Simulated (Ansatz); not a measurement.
`[AlH2][O]C[SiH2]S` + `BC(C)[SiH3]` → `[AlH2][O]C[SiH3]` + `BC(C)[SiH2]S`  (redistribution)

Program: Ansatz. Geometries: PBE0-D4/def2-TZVP. ΔE: electronic, gas phase. CCSD(T)/CBS adds triple-zeta CCSD(T) − MP2 to the extrapolated MP2 energy (def2 sets, frozen cores). Functionals use def2-TZVPP. B3LYP here is the variant with VWN-RPA as its local correlation; programs differ in this. Each species was taken in one conformer, which may not be the lowest.

`[AlH2][O]C[SiH2]S`:

```xyz
12

Al   -1.923    1.452   -0.320
O    -0.876    0.130   -0.477
C    -0.336   -0.777    0.459
Si    1.541   -0.567    0.472
S     2.301   -0.914   -1.492
H    -2.507    1.779    1.115
H    -2.219    2.248   -1.647
H    -0.738   -0.616    1.470
H    -0.595   -1.802    0.169
H     1.837    0.816    0.937
H     2.212   -1.545    1.367
H     1.303   -0.205   -2.052
```

`BC(C)[SiH3]`:

Z-matrix (Å, degrees):
```
C
C 1 1.528
Si 1 1.911 2 109.8
B 1 1.529 2 118.8 3 114.4
H 1 1.098 2 112.5 3 -111.1
H 2 1.093 1 111.0 3 -65.4
H 2 1.093 1 110.7 3 175.8
H 2 1.093 1 112.6 3 55.5
H 3 1.488 1 111.6 2 73.0
H 3 1.487 1 107.1 2 -45.3
H 3 1.485 1 111.4 2 -165.0
H 4 1.199 1 120.6 2 164.3
H 4 1.199 1 120.4 2 -20.8
```

`[AlH2][O]C[SiH3]`:

```xyz
11

Al    0.342   -1.259   -1.945
O     0.792   -0.247   -0.668
C     0.182    0.856   -0.041
Si   -0.348    0.383    1.712
H    -1.016   -0.955   -2.704
H     1.335   -2.436   -2.279
H     0.892    1.691    0.001
H    -0.692    1.220   -0.602
H    -1.014    1.535    2.380
H    -1.305   -0.755    1.635
H     0.832   -0.035    2.513
```

`BC(C)[SiH2]S`:

```xyz
14

B     0.531   -0.697    1.448
C    -0.300    0.180    0.510
C    -1.727   -0.234    0.163
Si    0.869   -0.022   -0.995
S     2.281    1.564   -1.189
H     1.547   -0.280    1.927
H     0.227   -1.842    1.633
H    -0.205    1.251    0.724
H    -1.779   -1.296   -0.087
H    -2.389   -0.072    1.017
H    -2.135    0.326   -0.683
H     0.011   -0.152   -2.201
H     1.718   -1.240   -0.883
H     1.350    2.514   -1.385
```

```csv
species,B3LYP energy (Eh)
`[AlH2][O]C[SiH2]S`,-1047.85402
`BC(C)[SiH3]`,-396.02855
`[AlH2][O]C[SiH3]`,-649.59576
`BC(C)[SiH2]S`,-794.28480
```

Task: Work out ΔE.

Result: ΔE = (-649.59576) + (-794.28480) − (-1047.85402) − (-396.02855) = 0.00201 Eh = +5.3 kJ/mol. CCSD(T)/CBS gives +5.5 kJ/mol.

Largest T1 diagnostic among the species: 0.013.

Leaving LDA and LC-ωPBE aside and taking each functional with its dispersion term where it has one, the values, not all of them listed here, spread over 2.9 kJ/mol, from PBE-D4 to BHLYP-D4.
